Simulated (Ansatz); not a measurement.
Wavefunction ladder for C6H18FN3Sn (`C[N](C)[Sn]([F])([N](C)C)[N](C)C`)

```xyz
29

C     0.4111   -2.2974   -1.3852
N     0.5043   -1.9676    0.0157
C     1.5378   -2.6915    0.7163
Sn   -0.0060   -0.1442    0.6427
F    -0.1076   -0.3198    2.5628
N    -1.7687    0.2672   -0.2045
C    -2.8399   -0.6985   -0.1641
C    -2.2210    1.6335   -0.2891
N     1.3334    1.3313    0.4417
C     1.7812    1.6916   -0.8798
C     1.3559    2.4238    1.3832
H    -0.3778   -1.7155   -1.8684
H     1.3497   -2.1194   -1.9348
H     0.1612   -3.3600   -1.5086
H     2.5441   -2.5106    0.3068
H     1.5467   -2.4221    1.7744
H     1.3475   -3.7713    0.6535
H    -3.5216   -0.5434    0.6860
H    -2.4416   -1.7133   -0.0928
H    -3.4406   -0.6398   -1.0822
H    -1.3716    2.3210   -0.3150
H    -2.7973    1.7887   -1.2115
H    -2.8659    1.9258    0.5539
H     2.8118    2.0697   -0.8404
H     1.1656    2.4734   -1.3545
H     1.7825    0.8219   -1.5433
H     0.7274    3.2756    1.0749
H     1.0182    2.0892    2.3659
H     2.3811    2.8015    1.4962
```

The species carries charge 0 and has multiplicity 1. Correlated methods include outer-core shells of Sn, which these sets cover unevenly. Sn takes the def2 core potential. The geometry is a stationary point of PBE0-D4/def2-TZVP. It is one conformer, not always the lowest. Frozen core, restricted reference, Ansatz.

```tsv
basis	HF (Eh)	MP2 corr.	CCSD corr.	(T)	CCSD(T) total
def2-SVP	-713.43100	-1.67752	-1.79003	-0.05215	-715.27318
def2-TZVPP	-714.02159	-2.27557	-2.34701	-0.09115	-716.45975
def2-QZVPP	-714.04906	-2.62435	–	–	–
```
